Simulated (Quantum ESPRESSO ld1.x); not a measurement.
Sn2+, configuration [Kr] 4d9.5 5s1 5p1.5 (fractional occupations, a model configuration). Method: scalar-relativistic Kohn-Sham, LDA (Slater exchange, Perdew-Zunger correlation), spin-polarised, spherical densities, point nucleus; open shells are filled with parallel spins first; computed with ld1.x of Quantum ESPRESSO 7.5.

Normalised radial functions P(r) = r R(r), r in bohr:

r           4p up    4d up    5s up
0.001546   0.0021   0.0000   0.0294
0.002382   0.0046   0.0000   0.0420
0.003639   0.0097   0.0001   0.0581
0.005605   0.0207   0.0003   0.0778
0.008634   0.0433   0.0009   0.0972
0.0133     0.0876   0.0029   0.1075
0.02032    0.1650   0.0091   0.0928
0.0313     0.2849   0.0274   0.0328
0.04822    0.4139   0.0757  -0.0747
0.07427    0.4305   0.1838  -0.1694
0.1135     0.1539   0.3632  -0.1201
0.1748    -0.4101   0.5382   0.1216
0.2693    -0.6625   0.4498   0.2561
0.4148     0.0553  -0.1142  -0.0706
0.6338     1.0595  -0.8242  -0.4015
0.9763     1.0823  -1.0247  -0.0021
1.504      0.4282  -0.6429   0.6726
2.316      0.0641  -0.2155   0.7218
3.539      0.0028  -0.0327   0.2941
5.452      0.0000  -0.0013   0.0370
8.398      0.0000  0.0000   0.0009

4p up: eigenvalue -112.32 eV, 2 radial nodes at r = 0.129, 0.406 bohr, <r> = 0.882 bohr, 90 % of the charge inside 1.30 bohr. 4d up: eigenvalue -48.179 eV, 1 radial node at r = 0.388 bohr, <r> = 1.08 bohr, 90 % of the charge inside 1.67 bohr. 5s up: eigenvalue -29.475 eV, 4 radial nodes at r = 0.0363, 0.144, 0.389, 0.978 bohr, <r> = 2.15 bohr, 90 % of the charge inside 3.10 bohr.
